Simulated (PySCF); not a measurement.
A run for PySCF: R-BP86/6-31G* on BFH2O (SMILES OBF), a point of a torsion scan.

```python
from pyscf import gto, scf, dft, mp
from pyscf.data.elements import chemcore

mol = gto.M(
    atom='''
    O     0.93676122   -0.03287946   -0.39264278
    B    -0.33972384    0.30646427   -0.33818871
    F    -0.83439535    0.86224590    0.77001002
    H     1.37390353   -0.27666125    0.42462143
    H    -1.00813459    0.29740491   -1.29670872
    ''',
    basis='6-31g*',
    cart=True,
    charge=0, spin=0, verbose=3, max_memory=1800)
mf = dft.RKS(mol, xc='b88,p86')
mf.conv_tol = 1e-8
mf.max_cycle = 100
mf.kernel()
if not mf.converged:
    mf = mf.newton().run(mf.mo_coeff, mf.mo_occ)
```

The log:

```
converged SCF energy = -201.201025560771
```

The calculation finished and met its thresholds.

Cost: roughly 6 core-seconds.
